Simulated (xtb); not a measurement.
SbH2Br, SMILES [Br][SbH2]. All values are semi-empirical tight-binding results from xtb (GFN2-xTB unless named), good for trends rather than for accurate numbers. The structure is a stationary point at GFN2-xTB.

For metal compounds this method's bond lengths and energies can be far off.

| Quantity | Result |
|---|---|
| point group as xtb finds it | Cs |
| orbital gap | 4.15 eV |
| zero-point energy | 7.8 kcal/mol |
| G − E(el) at 298.15 K (modified RRHO) | -10.0 kcal/mol |
